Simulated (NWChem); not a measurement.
# C₂H₃ClF₂Si; SMILES C(/Cl)(F)=C/[SiH2]F

```xyz
9

F     -0.3699     2.9857     0.0000
Si     0.4580     1.5974     0.0000
C     -0.8188     0.2410     0.0000
C     -0.5551    -1.0621     0.0000
F     -1.4847    -2.0146     0.0000
Cl     1.0464    -1.7514     0.0000
H      1.3055     1.5475     1.2166
H      1.3055     1.5475    -1.2166
H     -1.8763     0.5020     0.0000
```
Atoms are numbered in this order, from 1.

All runs: NWChem. Coordinates come from a B3LYP/6-31G* (spherical d) optimisation. Total energies compare along this basis series because the functional is fixed.

| level | basis functions | energy (Ha) | highest occupied level (eV) | orbital gap (eV) | dipole (D) |
|---|---|---|---|---|---|
| PBE/cc-pVDZ | 107 | -1026.8033 | -6.56 | 4.98 | 0.61 |
| PBE/aug-cc-pVDZ | 173 | -1026.8370 | … | 4.88 | 0.56 |
| PBE/cc-pVTZ | 230 | -1026.9401 | -6.72 | 4.92 | 0.54 |

**Question.** What belongs in the gaps?

**Answer.** 
- PBE/aug-cc-pVDZ, highest occupied level (eV): -6.79
